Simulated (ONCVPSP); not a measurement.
**What the settings do to the ONCV potential of tellurium**

Base potential:

| Item | Value |
| --- | --- |
| Element | Te (Z = 52) |
| Generator | ONCVPSP 4.0.1 |
| Type | optimised norm-conserving Vanderbilt (ONCV) |
| Functional | PBE |
| Relativity | scalar-relativistic |
| Frozen core | [Ar] 3d10 |
| Valence charge | 24 |
| Reference configuration | 4s2 4p6 4d10 5s2 5p3 (charge +1) |
| Partial waves | 4s+5s: rc 1.15 bohr, ncon 3, nbas 7, qcut 10.7 1/bohr, 2 projectors; 4p+5p: rc 1.25 bohr, ncon 3, nbas 6, qcut 13.6 1/bohr, 2 projectors; 4d: rc 0.90 bohr, ncon 5, nbas 8, qcut 11.1 1/bohr, 2 projectors, debl 3.7 Ha |
| Local potential | polynomial inside 0.65 bohr (lpopt 5, dvloc0 4 Ha) |
| Core correction | polynomial model core, fcfact 0.65 |

Cutoffs, loose and tight: the cutoffs (Ha) at which the residual kinetic energy of the hardest occupied pseudo-wave falls to 1 and 0.1 mHa per electron. They do not see the model core or the augmentation charge, which bear on the density cutoff. Test errors are all-electron minus pseudo excitation energies from the reference, over the configurations 4s2 4p6 4d10 5s2 5p4; 4s2 4p6 4d10 5s2 5p2; 4s2 4p6 4d10 5s2 5p1; 4s2 4p6 4d10 5s0 5p6. A dash means not determined; rows that change the core or the reference have their own tests.

A true bound ghost makes a file unfit for plane-wave use even where its test errors are small: the radial tests pick states by their node count and pass the ghost by.

```tsv
change	outcome	cutoff, loose	cutoff, tight	bound ghosts	GHOST(+) flags above zero	largest test error (meV)
base	generated	58 Ha	207 Ha	none	s	-10
s: qcut 6.7; p: qcut 8.6; d: qcut 7	generated	228 Ha	273 Ha	s	none	-9.7
s: qcut 10.2; p: qcut 13; d: qcut 10.6	generated	58 Ha	223 Ha	none	s	-10
s: qcut 12.9; p: qcut 16.5; d: qcut 13.4	failed: ERROR pspot: first pseudo wave function has node, program will stop	–	–	–	–	–
s: qcut 14; p: qcut 17.8; d: qcut 14.5	failed: ERROR pspot: first pseudo wave function has node, program will stop	–	–	–	–	–
s: qcut 15.3; p: qcut 19.5; d: qcut 15.9	failed: ERROR pspot: first pseudo wave function has node, program will stop	–	–	–	–	–
```

**Question.** What comes out with this change to the base: s: qcut 8.1; p: qcut 10.3; d: qcut 8.4?

**Answer.** outcome: generated; cutoff, loose: 202 Ha; cutoff, tight: 262 Ha; bound ghosts: s; GHOST(+) flags above zero: none; largest test error (meV): -9.4.

**Question.** What comes out with this change to the base: s: qcut 10.9; p: qcut 13.9; d: qcut 11.3?

**Answer.** outcome: generated; cutoff, loose: 58 Ha; cutoff, tight: 198 Ha; bound ghosts: none; GHOST(+) flags above zero: s; largest test error (meV): -10.
